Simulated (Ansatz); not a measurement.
C3H10Ge (`CC[CH2][GeH3]`). Total charge 0; spin multiplicity 1.

```xyz
14

C     0.170   -1.495   -1.462
C    -0.457   -0.538   -0.460
C     0.573    0.331    0.249
Ge   -0.213    1.574    1.542
H     0.877   -2.169   -0.970
H    -0.587   -2.108   -1.958
H     0.718   -0.949   -2.235
H    -1.029   -1.109    0.280
H    -1.185    0.100   -0.974
H     1.143    0.918   -0.478
H     1.298   -0.294    0.781
H    -1.200    2.522    0.834
H     0.877    2.420    2.226
H    -0.984    0.796    2.625
```

Q: List the harmonic frequencies (cm⁻¹, unscaled) at PBE0-D4/def2-TZVP in Ansatz. (Estimate.)

A: Computed: 93, 114, 169, 250, 306, 488, 527, 683, 717, 824, 833, 886, 887, 914, 1024, 1062, 1104, 1214, 1240, 1329, 1365, 1403, 1452, 1482, 1488, 1497, 2139, 2140, 2145, 3033, 3041, 3051, 3062, 3099, 3116, 3119.

Q: Is this a minimum?

A: Yes, all 36 modes are real.

Q: Give the ideal-gas thermochemistry at 298.15 K and 1 bar (rigid rotor, harmonic oscillator; point group Cs, symmetry number 1).

A: Zero-point energy 306.8 kJ/mol; H(298) − E = 327.5 kJ/mol; entropy 343.2 J/(mol·K), of which translation 168.4, rotation 110.1, vibration 64.7; G(298) − E = 225.2 kJ/mol. Modes under 100 cm⁻¹ are hindered rotations or soft bends, so the harmonic entropy is rough.

Q: And at 400, 500, 600, 800 and 1000 K?

A: 
| T (K) | H − E (kJ/mol) | S (J/mol/K) | G − E (kJ/mol) |
| --- | --- | --- | --- |
| 400 | 340.1 | 379.2 | 188.4 |
| 500 | 355.1 | 412.7 | 148.8 |
| 600 | 372.5 | 444.3 | 105.9 |
| 800 | 412.9 | 502.2 | 11.1 |
| 1000 | 459.2 | 553.7 | -94.6 |

Q: Rotational constants (cm⁻¹)?

A: 0.6567, 0.05293, 0.05131.
